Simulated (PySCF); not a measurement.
Dipole response of Pt (platinum, neutral)

[Xe] 4f14 5d8 6s2, high-spin 3F determinant (an excited configuration). Calculation: PySCF 2.14, in aug-cc-pwCVTZ-PP with ECP60MDF (8s8p7d4f3g, 122 functions); a scalar-relativistic core potential. Coupled (time-dependent) response in atomic units; α is the mean over directions.

```tsv
method	mean α (bohr³)	C₆ (like pair)	S(−4)
PBE0	44.56	468.7	705.4
```

S(−4) is the Cauchy moment in α(ω) = α(0) + S(−4) ω² + …

Spin-orbit coupling is absent.

α(iu) at PBE0:

| u (hartree) | α(iu) (bohr³) |
| --- | --- |
| 0 | 44.56 |
| 0.0500 | 42.89 |
| 0.100 | 38.75 |
| 0.200 | 29.08 |
| 0.300 | 21.78 |
| 0.500 | 13.67 |
| 0.750 | 8.979 |
| 1.00 | 6.497 |
| 1.50 | 3.951 |
| 2.00 | 2.683 |
| 3.00 | 1.471 |
| 5.00 | 0.6303 |

Energies and moments cover only the electrons outside the core potential. Spin-orbit coupling, absent here, splits the open shell strongly.
